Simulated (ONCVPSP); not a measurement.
# Logarithmic derivatives: Br, ONCV

bromine (Br), optimised norm-conserving Vanderbilt (ONCV), made with ONCVPSP 4.0.1 (PBEsol, scalar-relativistic). Core [Ar], reference 3d10 4s1.75 4p5.25. Waves: 4s: rc 1.35 bohr, ncon 4, nbas 7, qcut 4 1/bohr, 1 projector; 4p: rc 1.70 bohr, ncon 3, nbas 7, qcut 4.5 1/bohr, 2 projectors, debl 1.8 Ha; 3d: rc 1.05 bohr, ncon 5, nbas 10, qcut 17.1 1/bohr, 2 projectors, debl 2.1 Ha. Local part: polynomial inside 1.05 bohr (lpopt 3, dvloc0 3 Ha). Core correction: Teter function, fcfact 5.5, rcfact 1.6.

In the d channel the program set the typed energies aside and used -2.466, 0.250 Ha.

The phase is arctan(r·R′/R) of the radial function R(r), unwrapped; energies in Ha, scanned from -4 to 5 Ha. A pole is an energy at which the radial function vanishes at the test radius. The pseudo phase is shifted by a multiple of π to meet the all-electron one at the reference energy, and phase errors are pseudo minus all-electron; the curves can meet again beyond the range given. Levels narrower than the energy grid can be missing from the lists of poles.

```json
{"channel": "s", "radius (bohr)": "1.37", "reference energy (Ha)": "-0.75", "poles, all-electron": "3.94", "poles, pseudo": "1.16", "unbroken range about the reference energy with phases within 0.05 rad": "below 0.6", "phase error 1 Ha above the reference energy (rad)": "-0.027"}
{"channel": "p", "radius (bohr)": "1.72", "reference energy (Ha)": "-0.29", "poles, all-electron": "2.00", "poles, pseudo": "2.00", "unbroken range about the reference energy with phases within 0.05 rad": "below 4.5", "phase error 1 Ha above the reference energy (rad)": "-0.000"}
{"channel": "d", "radius (bohr)": "1.07", "reference energy (Ha)": "-2.47", "poles, all-electron": "-1.73", "poles, pseudo": "-1.73", "unbroken range about the reference energy with phases within 0.05 rad": "the whole range", "phase error 1 Ha above the reference energy (rad)": "+0.000"}
```

Note: no bound ghost flagged; GHOST(+) flagged for s at 37.5 eV.

Phases in the p channel:

| E (Ha) | all-electron | pseudo |
| --- | --- | --- |
| -3.98 | 1.271 | 1.269 |
| -3.50 | 1.236 | 1.234 |
| -3.02 | 1.188 | 1.187 |
| -2.54 | 1.118 | 1.117 |
| -2.06 | 1.005 | 1.003 |
| -1.58 | 0.796 | 0.794 |
| -1.10 | 0.351 | 0.351 |
| -0.62 | -0.415 | -0.415 |
| -0.14 | -0.982 | -0.982 |
| 0.34 | -1.251 | -1.251 |
| 0.82 | -1.392 | -1.392 |
| 1.30 | -1.481 | -1.481 |
| 1.78 | -1.546 | -1.546 |
| 2.26 | -1.599 | -1.599 |
| 2.74 | -1.649 | -1.650 |
| 3.22 | -1.701 | -1.704 |
| 3.70 | -1.765 | -1.772 |
| 4.18 | -1.853 | -1.876 |
| 4.66 | -2.001 | -2.084 |
